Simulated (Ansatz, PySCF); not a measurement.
Input for Ansatz (a first-principles code):
Ansatz 0.2 input:
```yaml
crystal:
  periodic: [false, false, false]
  atoms:
    - {symbol: Cu, position_ang: [0.00000000, 0.00000000, 0.00000000]}
basis:
  gaussian:
    orbitals: def2-SVPD
hamiltonian:
  xc: hf
total_charge: 1
accuracy: high
```

Question: Give the equivalent PySCF input.

Answer: This is not unique; one that fits is 
```python
from pyscf import gto, scf

mol = gto.Mole()
mol.atom = '''
    Cu    0.00000000    0.00000000    0.00000000
'''
mol.basis = 'def2-svpd'
mol.charge = 1
mol.verbose = 4
mol.build()

mf = scf.RHF(mol)
mf.kernel()
```

Both were run: Ansatz gave -1638.459305 Eh and PySCF -1638.459305 Eh, 0.000 mEh apart.
